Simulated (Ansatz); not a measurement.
## A geometry optimisation of F2GeH2Sn with B3LYP-D3(BJ)/def2-SVP

The starting geometry of this gas-phase singlet was optimised with GFN2-xTB.

```xyz
6

F     0.2678    2.4747    0.7836
F    -0.1880   -2.3575   -1.2505
Ge   -0.4962    1.0714    1.6363
Sn    0.3663   -0.3801   -1.2622
H    -1.3878    0.4471   -0.0789
H     0.9199   -0.1985    0.9297
```

Where would you expect an optimisation with B3LYP-D3(BJ)/def2-SVP to take it?

New bonds form, giving a structure with H5 bridging Ge3 and Sn4, H6 bridging Ge3 and Sn4, given below by its coordinates. Distances that change by over a tenth: Ge3–Sn4 (3.35 → 2.99 Å). Contacts that close: Ge3–H5 (2.03 → 1.75 Å), Ge3–H6 (2.03 → 1.75 Å), Sn4–H5 (2.27 → 2.06 Å), Sn4–H6 (2.27 → 2.06 Å).

The energy falls by 0.63 eV over 10 steps:

```csv
step,E − E(last) (eV)
1,0.627
2,0.163
3,0.063
4,0.014
5,0.003
6,0.002
7,0.001
8,0.000
9,0.000
10,0.000
```

Final geometry (Å):

```csv
atom,x (Å),y (Å),z (Å)
F,0.2893,2.2719,0.6036
F,-0.1799,-2.0992,-1.1096
Ge,-0.4828,0.9156,1.5031
Sn,0.3630,-0.2039,-1.1422
H,-1.2377,0.3607,0.0208
H,0.7301,-0.1882,0.8823
```

Frequencies at the end are all real (lowest 60 cm⁻¹). Atoms past krypton carry core potentials, without spin–orbit terms. Run with Ansatz 0.2.0, 22 s on 1 thread of AMD EPYC 9R45 96-Core Processor (Zen 5), with other jobs on the host.
